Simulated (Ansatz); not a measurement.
The first iterations of a band of GeH4OSSn (8 atoms, charge 0, multiplicity 1).

Level of theory: RHF/def2-mTZVP in Ansatz 0.2.0.

| Property | Result |
| --- | --- |
| movable images | 7 |
| climbing image | yes |
| spring | 2.0 to 10.0 eV/Å², energy-weighted |
| optimiser | quadratic models (default) |
| start path | through a guess of the saddle point |
| force threshold | 0.05 eV/Å |
| iteration limit | 60 |
| end points | relaxed |

First end point:

```xyz
8
Properties=species:S:1:pos:R:3
O -0.062 -0.367 1.098
Ge 0.674 1.150 0.583
S 0.258 0.791 -1.611
Sn -0.669 -1.203 -0.586
H 2.170 1.210 0.899
H -0.065 2.372 1.131
H 0.149 -2.657 -0.916
H -2.362 -1.353 -0.655
```

Last end point:

```xyz
8
Properties=species:S:1:pos:R:3
O 0.103 -0.213 1.408
Ge 1.602 0.232 2.204
S -0.431 1.396 -1.711
Sn -0.548 -0.615 -0.385
H 2.577 0.040 0.933
H -1.533 1.962 -1.203
H 0.487 -1.757 -1.103
H -2.166 -1.102 -0.197
```

| iteration | highest image above the first end (eV) | largest band force component (eV/Å) |
| --- | --- | --- |
| 1 | 4.247 | 13.779 |
| 2 | 3.508 | 5.430 |
| 3 | 3.125 | 2.294 |
| 4 | 3.048 | 0.642 |

Question: Does the band converge within its limit, and where does its top end?

Answer: The run converged. It ended after 13 iterations with the highest image 3.023 eV above the first end. Neighbouring images differ by up to 1.3 eV, so the band resolves the path poorly. Another band between the same ends (7 images) ends at a top of the same energy, where a vibrational analysis finds 1 clearly imaginary mode. The orbitals stay closed-shell, which can raise the energy where a bond breaks towards radicals; this wasn't checked here.

Time of the run: 5.4 min on 2 threads of Arm Neoverse V1, with other jobs on the host, peak memory 0.38 GiB.
